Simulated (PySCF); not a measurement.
Relaxation of singlet Zn(OH)₂

Level of theory: PBE0 in PySCF with Zn def2-TZVP, O def2-TZVP, H def2-TZVP; no relativity; density-fitted integrals. A (50,194) grid was used.

A hand-made linear (heavy-atom frame) start, of C2h symmetry, held to at least that symmetry:

Coordinates in bohr (charge 0 multiplicity 1):
```
Zn    0.0000    0.0000    0.0000
O     0.0000    0.0000    3.4204
O     0.0000    0.0000   -3.4204
H    -1.3897    0.0000    4.5866
H     1.3897    0.0000   -4.5866
```

Q: What forces act on the atoms at the start (eV/Å)?

A: 
```tsv
atom	Fx	Fy	Fz
Zn1	0.00	0.00	0.00
O2	0.31	0.00	-0.72
O3	-0.31	0.00	0.72
H4	-0.07	0.00	-0.56
H5	0.07	0.00	0.56
```

Q: What does it relax to?

A: It ends at C2h with O–H 0.959 Å (×2), Zn–O 1.767 Å (×2); H–O–Zn 115.2° (×2), O–Zn–O 180.0°. A frequency run shows 1 imaginary mode, down to 147i cm⁻¹, so it is a saddle point. Other isomers or separated fragments may lie lower.

Q: How much energy is released, and in how many steps?

A: 17.6 kJ/mol in 5 steps.

The relaxation took about 30 core-seconds on a shared host.
